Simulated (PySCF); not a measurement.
# Excitation energy of Cr by level of theory

Cr [Ar] 3d5 4s1 (7S) → Cr [Ar] 3d4 4s1 4p1 (high-spin determinant), as a difference of total energies. Calculation: PySCF 2.14, in x2c-TZVPPall (6s5p4d2f1g, 64 functions); scalar relativity by spin-free X2C-1e. Correlated levels: valence: [Ar] frozen. The calculations carry no spin-orbit coupling.

```csv
method,excitation energy (eV)
UHF,1.907
MP2 (valence),2.843
SCS-MP2 (valence),2.219
CCSD (valence),2.759
CCSD(T) (valence),2.802
```

**Question.** How much does correlation contribute at CCSD(T) (valence)?

**Answer.** 2.802 − (1.907) = 0.895 eV, measured against UHF.

A first-order spin-orbit estimate (lowest level to lowest level, LS coupling) adds -0.057 eV.

The basis was made for the ground configuration and has no added diffuse functions, so the excitation energy can come out too high.

The coupled-cluster amplitudes are large for the upper state (T1 above 0.03 or a double amplitude above 0.15), so a single reference is strained.

The determinant of the upper state mixes LS terms, which raises its energy above the lowest term, most at the Hartree-Fock and MP2 levels.
